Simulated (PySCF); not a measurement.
Computed vibrations of [BiCl4]+

[BiCl4]+ (singlet). PySCF 2.14.0, RKS PBE, Bi def2-SVP with ECP60, Cl def2-SVP; non-relativistic Hamiltonian with scalar-relativistic core potentials where named; density fitting; no spin-orbit coupling. Central differences of gradients.

```xyz
5

Bi    0.0001    0.0030    0.0000
Cl   -0.0292   -1.4055    1.9645
Cl   -0.0292   -1.4055   -1.9645
Cl    2.0045    1.3556    0.0000
Cl   -1.9465    1.4377    0.0000
```

Run from Python with OMP_NUM_THREADS=2. Where DIIS fails, smearing, a level shift and second-order steps follow.
It took 37 s on 2 threads of Arm Neoverse V1 (shared host).

Task: What are the harmonic wavenumbers and infrared intensities?

Result: Negative numbers are unstable modes, those under 60 cm⁻¹ near the noise; a finer grid moves soft modes by up to 10 cm⁻¹.
| cm⁻¹ | km/mol |
| --- | --- |
| 76 | 0.0 |
| 78 | 0.0 |
| 90 | 3.5 |
| 92 | 3.4 |
| 92 | 3.5 |
| 318 | 0.0 |
| 350 | 16.3 |
| 351 | 16.0 |
| 351 | 15.9 |

Task: Is this a minimum?

Result: Yes. Ideal gas at 298.15 K and 1 bar: S = 396.4 J/(mol K), Cp = 100.9 J/(mol K), H − H(0 K) = 23.8 kJ/mol (rigid rotor, harmonic modes, spin degeneracy alone).
